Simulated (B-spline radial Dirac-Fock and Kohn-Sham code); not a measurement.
**Satellites and hypersatellites of the K lines of Eu⁵⁺**

System: the Eu⁵⁺ ion, configuration [Kr] 4d10 4f5 5s2 5p5.

Input file task.json (cfg lists n, l and occupation; rrms is the nuclear radius in fm):

```json
{"items": [{
  "Z": 63,
  "q": 5,
  "cfg": [[1, 0, 2], [2, 0, 2], [2, 1, 6], [3, 0, 2], [3, 1, 6], [3, 2, 10], [4, 0, 2], [4, 1, 6], [4, 2, 10], [4, 3, 5], [5, 0, 2], [5, 1, 5]],
  "A": 153,
  "rrms": 5.1115,
  "do": ["binding", "quiet", "double"]
}]}
```

Run with: `python xray_run.py task.json out`

Method: Dirac-Fock energy differences between relaxed states, corrected for Breit and QED terms. Computed with a radial finite-basis atomic code. Each two-hole energy is an average over J within one jj subconfiguration, not an observable level; in light atoms, where LS coupling holds, the j-resolved values are not observed lines, and for a K spectator the Kα1 hypersatellite is nearly forbidden. Correlation energy is missing from these numbers.

Lines without a spectator: Kα2 (K-L2) 40898.5 eV, Kα1 (K-L3) 41538.8 eV, Kβ3 (K-M2) 46897.2 eV, Kβ1 (K-M3) 47030.0 eV. Shifts in eV with one spectator hole (a dash: not computed, or left out as unreliable):

| spectator hole | Kα2 | Kα1 | Kβ3 | Kβ1 |
| --- | --- | --- | --- | --- |
| K (1s) | +778.9 | +820.1 | +1002.3 | +1011.6 |
| L2 (2p1/2) | +93.1 | +121.3 | – | +243.6 |
| L3 (2p3/2) | +80.1 | +83.9 | +199.4 | – |
| M2 (3p1/2) | – | +17.08 | +35.8 | +42.6 |
| M3 (3p3/2) | +10.81 | – | +33.3 | +33.2 |
| M4 (3d3/2) | +3.15 | -0.17 | – | – |
| M5 (3d5/2) | -1.29 | +1.71 | – | – |

Run: 33 s of CPU time on 1 thread of Intel(R) Xeon(R) 6975P-C (shared host), peak memory 0.51 GiB.
